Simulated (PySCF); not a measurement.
# Radial density of Cr⁺ (chromium, charge +1)

UHF, [Ar] 3d5, high-spin 6S determinant. Calculation: PySCF 2.14, in x2c-SVPall (5s3p3d1f, 36 functions); scalar relativity by spin-free X2C-1e.

```tsv
r (bohr)	4πr²ρ (e/bohr)	4πr²(ρα − ρβ)
0.00102	0.1493	0.0000
0.00172	0.4074	0.0000
0.00289	1.058	0.0000
0.00486	2.558	0.0000
0.00818	5.905	-0.0001
0.0138	12.30	-0.0001
0.0231	21.61	-0.0002
0.0389	28.47	-0.0002
0.0655	25.49	0.0007
0.110	22.30	0.0125
0.185	31.02	0.1391
0.312	21.69	0.7774
0.524	10.41	2.4680
0.882	13.14	3.5298
1.48	4.601	2.1777
2.49	0.6660	0.5774
4.20	0.04505	0.0445
7.06	0.0001092	0.0001
```

Densities and radii are taken from the X2C orbitals without a picture-change correction, which distorts them close to the nucleus.
